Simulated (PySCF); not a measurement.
Run record for `C=C[c+]1c(C)c1BF`: PBE/def2-SVPD, TDA, 1 singlet.

Method: TDA PBE/def2-SVPD, vertical, gas phase, core orbitals frozen in the response (PySCF 2.14.0, density-fitted response routines). Geometry: GFN2-xTB. The input is one job of a driver script: a line of settings, then coordinates in Å.

Command:
```bash
OMP_NUM_THREADS=1 python probes_run.py task.json out
```

Input:
```
{"job": {"kind": "uv", "xc": "PBE", "basis": "def2-SVPD", "nstates": 1, "ntriplets": 5, "tda": true}, "charge": 1, "multiplicity": 1}
C      2.662460    -0.723400    -0.175353
C      1.424861    -1.230203    -0.086590
C      0.285301    -0.403720    -0.027114
C     -1.085341    -0.219259     0.075989
C     -2.416019    -0.746505     0.212357
C     -0.255396     0.893978    -0.044764
B     -0.047032     2.424123    -0.059758
F     -0.016689     3.046989    -1.192612
H      2.841395     0.340376    -0.201962
H      3.526156    -1.366305    -0.219130
H      1.251166    -2.298180    -0.055471
H     -3.175979     0.010276     0.027700
H     -2.554708    -1.601999    -0.451700
H     -2.538473    -1.127967     1.230837
H      0.093884     3.009786     0.945660
```

Output:
```
coarse grid: 13032 points
cycle   1  E = -356.4190058565  dE =  1.152e+00  |g| = 5.277e-01  |ddm| = 8.330e+00
cycle   2  E = -356.2006995581  dE =  2.183e-01  |g| = 1.146e+00  |ddm| = 2.638e+00
cycle   3  E = -356.4720772938  dE = -2.714e-01  |g| = 1.909e-01  |ddm| = 1.504e+00
cycle   4  E = -356.4805532789  dE = -8.476e-03  |g| = 7.725e-02  |ddm| = 3.798e-01
cycle   5  E = -356.4819534795  dE = -1.400e-03  |g| = 3.986e-02  |ddm| = 1.581e-01
cycle   6  E = -356.4823428348  dE = -3.894e-04  |g| = 8.396e-03  |ddm| = 5.742e-02
cycle   7  E = -356.4823567006  dE = -1.387e-05  |g| = 3.688e-03  |ddm| = 2.274e-02
cycle   8  E = -356.4823602390  dE = -3.538e-06  |g| = 8.140e-04  |ddm| = 8.381e-03
final grid: 127664 points
cycle   9  E = -356.5535128297  dE = -6.471e-05  |g| = 1.139e-02  |ddm| = 2.271e-01
cycle  10  E = -356.5534765312  dE =  3.630e-05  |g| = 1.658e-02  |ddm| = 5.055e-02
cycle  11  E = -356.5535454241  dE = -6.889e-05  |g| = 3.673e-03  |ddm| = 2.922e-02
cycle  12  E = -356.5535488363  dE = -3.412e-06  |g| = 6.781e-04  |ddm| = 6.421e-03
cycle  13  E = -356.5535489381  dE = -1.018e-07  |g| = 3.530e-04  |ddm| = 1.423e-03
cycle  14  E = -356.5535489692  dE = -3.116e-08  |g| = 6.351e-05  |ddm| = 6.186e-04
cycle  15  E = -356.5535489701  dE = -8.604e-10  |g| = 3.215e-05  |ddm| = 1.887e-04
cycle  16  E = -356.5535489703  dE = -2.374e-10  |g| = 8.206e-06  |ddm| = 6.393e-05
converged SCF energy = -356.5535489703

Static polarisability (au): isotropic 81.382, principal 51.025 85.208 107.912

Singlet excitations
state   eV       nm        f      main configurations
  1   4.3835    282.8   0.01198   H-1->L 0.85, H->L 0.13

Triplet excitations (Tamm-Dancoff, eV): 3.3559 4.1503 4.5538 5.0131 5.2288
```

The SCF starts on a coarse grid where the log names one; the energy can jump when the final grid takes over, and dE then counts from the start density on the new grid. H and L stand for HOMO and LUMO; the number after each pair is its weight.

Q: How does the lowest singlet excitation compare with the HOMO–LUMO gap?

A: HOMO -12.23 eV and LUMO -8.25 eV give a gap of 3.98 eV; S1 at 4.38 eV lies 0.40 eV above it.

Q: Give S1 in cm⁻¹ and kJ/mol.

A: 4.3835 eV × 8065.54 = 35355 cm⁻¹; × 96.485 = 422.9 kJ/mol.

In short: SCF converged in 16 cycles with 219 basis and 778 fitting functions; HOMO -12.23 eV, LUMO -8.25 eV; lowest singlet 4.38 eV; lowest triplet 3.36 eV (Tamm–Dancoff); mean polarisability 81.4 au.

Q: How long does this job take on Arm Neoverse N1, one thread, shared host? And the peak memory of the process?

A: About 60 s, with 0.68 GiB resident at the peak, the Python interpreter and its libraries included.

Shape of the structure used: `[CH2:1]=[CH:2][c+:3]1[c:4]([CH3:5])[c:6]1[BH:7][F:8]`: C1–C2–C3–C4 -178°, C4–C6–B7–F8 -96°.

One conformer stands for the species.
